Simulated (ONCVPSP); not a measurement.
**oxygen: one change to an ONCV potential, before and after**

| Property | Result |
| --- | --- |
| Element | O |
| Generator | ONCVPSP 4.0.1 |
| Type | optimised norm-conserving Vanderbilt (ONCV) |
| Functional | PBEsol |
| Relativity | scalar-relativistic |
| Frozen core | [He] |
| Valence charge | 6 |
| Reference configuration | 2s1 2p5 |
| Partial waves | 2s: rc 0.95 bohr, ncon 5, nbas 8, qcut 5.9 1/bohr, local; 2p: rc 1.95 bohr, ncon 3, nbas 7, qcut 5.9 1/bohr, 2 projectors, debl 0.8 Ha; d scattering state at 0.37 Ha: rc 2.05 bohr, ncon 4, nbas 8, qcut 4.4 1/bohr, 2 projectors, debl 1.9 Ha |
| Local potential | the s channel |
| Core correction | Teter function, fcfact 2.5, rcfact 1.7 |

Change: s: qcut 4; p: qcut 4; d: qcut 3.

Cutoffs: the cutoffs (Ha) at which the residual kinetic energy of the hardest occupied pseudo-wave falls to 1 and 0.1 mHa per electron; they do not see the model core or the augmentation charge, which bear on the density cutoff. Errors are all-electron minus pseudo energies relative to the spin-unpolarised reference configuration.

Question: Predict the effect on cutoff, ghosts and configuration errors.

Answer: The potential gets neither clearly harder nor softer (144 Ha and 179 Ha → 154 Ha and 185 Ha); the s channel sets the loose cutoff, while the largest relative change is in p, which becomes harder; of the 4 tests that both files solve, the error grows in 4 and shrinks in 0 by more than 15 % and 0.3 meV (median size 1039.5 → 1702.1 meV); neither file shows a bound ghost.

```csv
quantity,base,changed
"cutoff, loose",144 Ha,154 Ha
"cutoff, tight",179 Ha,185 Ha
loose cutoff by channel,"s 144 Ha, p 14 Ha","s 154 Ha, p 42 Ha"
bound ghosts,none,none
GHOST(+) flags under 300 eV,none,d at 98.8 eV
"error for 2s2 2p4, meV [ΔE -14.85 eV]",-42,-140
"error for 2s2 2p3, meV [ΔE 1.51 eV]",+362,+547
"error for 2s2 2p2, meV [ΔE 34.98 eV]",+1717,+2857
"error for 2s2 2p0, meV [ΔE 165.33 eV]",+11048,+17932
s: phases at 0.96 bohr within 0.05 rad from the reference energy up to (Ha; the scan ends near 5),to the end of the scan,to the end of the scan
p: phases at 1.98 bohr within 0.05 rad from the reference energy up to (Ha; the scan ends near 5),4.9,to the end of the scan
d: phases at 2.08 bohr within 0.05 rad from the reference energy up to (Ha; the scan ends near 5),3.8,3.2
"rms error of d²Exc/dni dnj with the model core, mHa",2.18,3.15
```

Changed file: These tests converged, but a pseudo level misses the all-electron one widely, so the file describes the atom poorly there or has found another state: 2s2 2p2: 2p by 3.5 eV; 2s2 2p0: 2s by 7.7 eV.
